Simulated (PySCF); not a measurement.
A calculated (r2SCAN, PySCF 2.14, x2c-QZVPPall with one added diffuse shell each of s, p, d, f type, the spin-free X2C one-electron Hamiltonian (Gaussian nucleus)) atom or ion has these occupied shells.

```csv
shell,electrons,orbital energy (eV),"rms radius, mean of both spins (bohr)"
1s α,1,-32976.8,0.0312
1s β,1,-32976.7,0.0312
2s α,1,-5113.7,0.127
2s β,1,-5113.6,0.127
2p α,3,-4590.5,0.113
2p β,3,-4590.4,0.113
3s α,1,-1040.4,0.335
3s β,1,-1040.3,0.335
3p α,3,-869.23,0.336
3p β,3,-869.17,0.336
3d α,5,-611.61,0.314
3d β,5,-611.55,0.314
4s α,1,-186.24,0.788
4s β,1,-186.06,0.788
4p α,3,-132.23,0.845
4p β,3,-132.05,0.845
4d α,5,-52.876,0.995
4d β,5,-52.594,0.995
5s α,1,-19.322,2.08
5p α,3,-8.360,2.61
5p β,3,-7.464,2.61
```

Task: Name the element and its charge.

Result: I (iodine, neutral), in [Kr] 4d10 5s1 5p6, 2S determinant (an excited configuration).
